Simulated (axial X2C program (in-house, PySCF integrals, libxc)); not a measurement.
**Which molecule has these constants?**

Calculated with an axial X2C code built on PySCF integrals, spin-free (one-electron X2C) or two-component (2c: spin–orbit coupling with atomic mean-field Coulomb and Gaunt terms, which also bring small scalar terms), in Dyall basis sets with cores contracted in-house; open shells are unrestricted.

A two-component PBE0 calculation in a Dyall 3-zeta basis gave Re = 1.852 Å, ωe = 769.5 cm⁻¹, De = 2.96 eV, Ω = 3/2.

Task: Which molecule is it?
A. BP⁺
B. BiB⁺
C. BN⁺
D. BAs⁺

Result: A. The others have BAs⁺ 1.967 Å and 627.6 cm⁻¹ (Ω = 3/2); BiB⁺ 2.430 Å and 306.7 cm⁻¹ (Ω = 1/2); BN⁺ 1.435 Å and 1167.9 cm⁻¹ (Ω = 3/2).

Each entry is the lowest single determinant of a limited PBE0 search at one distance. De goes to single-determinant-based atoms at the same level (for ions the charge split of lowest energy) and is withheld (n/a) where an atom does not fit its ground term or J level. Main or longest-lived isotopes. One determinant is a doubtful description, or other states lie close, for BP⁺, BAs⁺, BiB⁺, BN⁺; these need not be ground states, and all values refer to the states named. With several unpaired electrons the Ω given is that of one determinant, not necessarily of the lowest component. Some light 2c atoms are not at their ground J level, so De misses part of their lowering (0.04 eV or less). The functionals have no current term, which raises determinants with orbital currents.
